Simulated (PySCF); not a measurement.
**How methods differ on the excitation energy of Ti**

Ti [Ar] 3d2 4s2 (3F) → Ti [Ar] 3d3 4s1, s spin flipped, as a difference of total energies. All numbers are calculated (PySCF 2.14, the spin-free X2C one-electron Hamiltonian (Gaussian nucleus), in x2c-TZVPPall with one added diffuse shell each of s, p, d, f type (7s6p5d3f1g, 80 functions)). Correlated levels: valence: [Ar] frozen. The calculations carry no spin-orbit coupling.

```csv
method,excitation energy (eV)
UHF,1.447
MP2 (valence),1.564
SCS-MP2 (valence),1.836
```

Q: How much does correlation contribute at MP2 (valence)?

A: 1.564 − (1.447) = 0.117 eV, measured against UHF.

The upper determinant mixes two multiplicities, so it lies between the two terms.

The coupled-cluster amplitudes are large for the upper state (T1 above 0.03 or a double amplitude above 0.15), so a single reference is strained.
